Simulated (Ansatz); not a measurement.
Ansatz (a quantum-chemistry and plane-wave program) job for Ge₂H₆S, SMILES [S]([GeH3])[GeH3], B3LYP-D3(BJ)/def2-SVP. 

Ansatz 0.2 input:
```yaml
crystal:
  periodic: [false, false, false]
  atoms:
    - {symbol: Ge, position_ang: [0.00002248, 0.24555683, 1.67233724]}
    - {symbol: S, position_ang: [-0.00047627, -1.19245450, 0.00000000]}
    - {symbol: Ge, position_ang: [0.00002248, 0.24555683, -1.67233724]}
    - {symbol: H, position_ang: [0.03969915, -0.57506974, 2.92236620]}
    - {symbol: H, position_ang: [-1.23436799, 1.10401220, 1.66258324]}
    - {symbol: H, position_ang: [1.19775968, 1.15287491, 1.61605027]}
    - {symbol: H, position_ang: [1.19775967, 1.15287491, -1.61605027]}
    - {symbol: H, position_ang: [0.03969915, -0.57506975, -2.92236619]}
    - {symbol: H, position_ang: [-1.23436800, 1.10401220, -1.66258323]}
basis:
  gaussian:
    orbitals: def2-SVP
hamiltonian:
  xc: b3lyp
  dispersion: d3bj
relax: {f_tol: 0.002, max_steps: 200}
```

Output:

```
WARN ansatz: RAYON_NUM_THREADS=1 ignored (pool sized by the plan → 1); use --threads N
Functional definition: B3LYP
integrals: 0.07 GiB planned
1186 factors; integrals over basis functions are off by at most 3.1e-4 eV
mean field: 0.66 GiB planned
mean field evaluation 1: about -123954.8299 eV, gradient 2.5e1 eV
mean field evaluation 2: about -123955.0203 eV, gradient 2.5e1 eV
mean field evaluation 4: about -123955.7136 eV, gradient 9.2e-1 eV
mean field evaluation 8: about -123955.7198 eV, gradient 8.8e-3 eV
mean field -123955.71983822 eV, -4555.2886838501 hartree, gradient 6.6e-5 eV, S^2 0.000000; 0 other end points of the search recorded, 0 dependent functions left out
the calculation of the forces begins
reference -123955.72011921 eV, -4555.2886941760 hartree; 43, 43 occupied and 69, 69 virtual orbitals, 1186 factors
relax step   1: F+E_penalty+E_count = -123956.12989924 eV  Δ(F+E_penalty+E_count) = +0.000e0 eV  max|allowed force component| = 6.906e-1 eV/Å  Δτ_max = 0.0000 Å  (23 SCF iters, accepted)
these checks for a lower state are left out or cut short: starts, cluster_reference, orbital_swaps, neighbouring_geometries, increment
integrals: 0.07 GiB planned
1186 factors; integrals over basis functions are off by at most 3.3e-4 eV
mean field: 0.66 GiB planned
mean field evaluation 16: about -123955.8397 eV, gradient 6.6e-2 eV
mean field -123955.83969176 eV, -4555.2930883863 hartree, gradient 5.2e-5 eV, S^2 0.000000; 0 other end points of the search recorded, 0 dependent functions left out
the calculation of the forces begins
reference -123955.83997606 eV, -4555.2930988342 hartree; 43, 43 occupied and 69, 69 virtual orbitals, 1186 factors
relax step   2: F+E_penalty+E_count = -123956.24243019 eV  Δ(F+E_penalty+E_count) = -1.125e-1 eV  max|allowed force component| = 3.065e-1 eV/Å  Δτ_max = 0.0785 Å  (25 SCF iters, accepted)
these checks for a lower state are left out or cut short: starts, cluster_reference, orbital_swaps, neighbouring_geometries, increment
integrals: 0.07 GiB planned
1186 factors; integrals over basis functions are off by at most 3.4e-4 eV
mean field: 0.66 GiB planned
mean field -123955.84763309 eV, -4555.2933802247 hartree, gradient 4.7e-5 eV, S^2 0.000000; 0 other end points of the search recorded, 0 dependent functions left out
the calculation of the forces begins
reference -123955.84791687 eV, -4555.2933906534 hartree; 43, 43 occupied and 69, 69 virtual orbitals, 1186 factors
relax step   3: F+E_penalty+E_count = -123956.25029881 eV  Δ(F+E_penalty+E_count) = -7.869e-3 eV  max|allowed force component| = 1.191e-1 eV/Å  Δτ_max = 0.0379 Å  (25 SCF iters, accepted)
these checks for a lower state are left out or cut short: starts, cluster_reference, orbital_swaps, neighbouring_geometries, increment
integrals: 0.07 GiB planned
1186 factors; integrals over basis functions are off by at most 3.4e-4 eV
mean field: 0.66 GiB planned
mean field -123955.84946585 eV, -4555.2934475776 hartree, gradient 4.4e-5 eV, S^2 0.000000; 0 other end points of the search recorded, 0 dependent functions left out
the calculation of the forces begins
reference -123955.84975002 eV, -4555.2934580207 hartree; 43, 43 occupied and 69, 69 virtual orbitals, 1186 factors
relax step   4: F+E_penalty+E_count = -123956.25172467 eV  Δ(F+E_penalty+E_count) = -1.426e-3 eV  max|allowed force component| = 8.258e-3 eV/Å  Δτ_max = 0.0133 Å  (26 SCF iters, accepted)
these checks for a lower state are left out or cut short: starts, cluster_reference, orbital_swaps, neighbouring_geometries, increment
integrals: 0.07 GiB planned
1186 factors; integrals over basis functions are off by at most 3.4e-4 eV
mean field: 0.66 GiB planned
mean field evaluation 32: about -123955.8414 eV, gradient 7.4e-2 eV
mean field -123955.84939231 eV, -4555.2934448749 hartree, gradient 1.6e-5 eV, S^2 0.000000; 0 other end points of the search recorded, 0 dependent functions left out
the calculation of the forces begins
reference -123955.84967647 eV, -4555.2934553176 hartree; 43, 43 occupied and 69, 69 virtual orbitals, 1186 factors
relax step   5: F+E_penalty+E_count = -123956.25173482 eV  Δ(F+E_penalty+E_count) = -1.015e-5 eV  max|allowed force component| = 2.175e-3 eV/Å  Δτ_max = 0.0011 Å  (20 SCF iters, accepted)
these checks for a lower state are left out or cut short: starts, cluster_reference, orbital_swaps, neighbouring_geometries, increment
integrals: 0.07 GiB planned
1186 factors; integrals over basis functions are off by at most 3.4e-4 eV
mean field: 0.66 GiB planned
mean field -123955.84921397 eV, -4555.2934383210 hartree, gradient 1.2e-5 eV, S^2 0.000000; 0 other end points of the search recorded, 0 dependent functions left out
the calculation of the forces begins
reference -123955.84949810 eV, -4555.2934487626 hartree; 43, 43 occupied and 69, 69 virtual orbitals, 1186 factors
relax step   6: F+E_penalty+E_count = -123956.25178459 eV  Δ(F+E_penalty+E_count) = -4.976e-5 eV  max|allowed force component| = 3.079e-3 eV/Å  Δτ_max = 0.0104 Å  (23 SCF iters, accepted)
these checks for a lower state are left out or cut short: starts, cluster_reference, orbital_swaps, neighbouring_geometries, increment
integrals: 0.07 GiB planned
1186 factors; integrals over basis functions are off by at most 3.3e-4 eV
mean field: 0.66 GiB planned
mean field -123955.84677858 eV, -4555.2933488220 hartree, gradient 5.9e-5 eV, S^2 0.000000; 0 other end points of the search recorded, 0 dependent functions left out
the calculation of the forces begins
reference -123955.84706273 eV, -4555.2933592645 hartree; 43, 43 occupied and 69, 69 virtual orbitals, 1186 factors
relax step   7: F+E_penalty+E_count = -123956.25002509 eV  Δ(F+E_penalty+E_count) = +1.760e-3 eV  max|allowed force component| = 1.861e-1 eV/Å  Δτ_max = 0.0110 Å  (26 SCF iters, rejected (line search))
these checks for a lower state are left out or cut short: starts, cluster_reference, orbital_swaps, neighbouring_geometries, increment
integrals: 0.07 GiB planned
1186 factors; integrals over basis functions are off by at most 3.4e-4 eV
mean field: 0.66 GiB planned
mean field -123955.84921347 eV, -4555.2934383029 hartree, gradient 1.5e-5 eV, S^2 0.000000; 0 other end points of the search recorded, 0 dependent functions left out
the calculation of the forces begins
reference -123955.84949762 eV, -4555.2934487452 hartree; 43, 43 occupied and 69, 69 virtual orbitals, 1186 factors
relax step   8: F+E_penalty+E_count = -123956.25180329 eV  Δ(F+E_penalty+E_count) = -1.870e-5 eV  max|allowed force component| = 6.218e-4 eV/Å  Δτ_max = 0.0055 Å  (22 SCF iters, accepted)
these checks for a lower state are left out or cut short: starts, cluster_reference, orbital_swaps, neighbouring_geometries, increment
integrals: 0.07 GiB planned
1186 factors; integrals over basis functions are off by at most 3.4e-4 eV
mean field: 0.66 GiB planned
mean field -123955.84922250 eV, -4555.2934386347 hartree, gradient 4.4e-5 eV, S^2 0.000000; 0 other end points of the search recorded, 0 dependent functions left out
the calculation of the forces begins
reference -123955.84950669 eV, -4555.2934490785 hartree; 43, 43 occupied and 69, 69 virtual orbitals, 1186 factors
relax step   9: F+E_penalty+E_count = -123956.25182279 eV  Δ(F+E_penalty+E_count) = -1.950e-5 eV  max|allowed force component| = 1.744e-3 eV/Å  Δτ_max = 0.0143 Å  (25 SCF iters, accepted)
integrals: 0.07 GiB planned
1186 factors; integrals over basis functions are off by at most 3.4e-4 eV
mean field: 0.66 GiB planned
mean field evaluation 64: about -123955.8492 eV, gradient 4.4e-5 eV
mean field -123955.84922250 eV, -4555.2934386347 hartree, gradient 4.4e-5 eV, S^2 0.000000; 1 other end points of the search recorded, 0 dependent functions left out
the calculation of the forces begins
reference -123955.84950669 eV, -4555.2934490785 hartree; 43, 43 occupied and 69, 69 virtual orbitals, 1186 factors
Total energy: -123956.25210698 eV, -4555.3082443663 hartree
Atom 0 at     0.001470     0.253379     1.712259 Å, force    -0.000141     0.000245     0.001744 eV/Å
Atom 1 at     0.030214    -1.203860     0.000000 Å, force     0.000064     0.000877     0.000000 eV/Å
Atom 2 at     0.001470     0.253379    -1.712259 Å, force    -0.000141     0.000245    -0.001744 eV/Å
Atom 3 at     0.019239    -0.606008     2.987824 Å, force    -0.000007    -0.000071    -0.001105 eV/Å
Atom 4 at    -1.275422     1.117498     1.655708 Å, force     0.000299    -0.000317    -0.000421 eV/Å
Atom 5 at     1.242481     1.168208     1.654746 Å, force    -0.000184    -0.000295    -0.000454 eV/Å
Atom 6 at     1.242481     1.168208    -1.654746 Å, force    -0.000184    -0.000295     0.000454 eV/Å
Atom 7 at     0.019239    -0.606008    -2.987824 Å, force    -0.000007    -0.000071     0.001105 eV/Å
Atom 8 at    -1.275422     1.117498    -1.655708 Å, force     0.000299    -0.000317     0.000421 eV/Å
Dipole moment:    -0.005306     0.270244    -0.000000 e Å
```

The run converged.

Cost: around 80 core-seconds (rough).
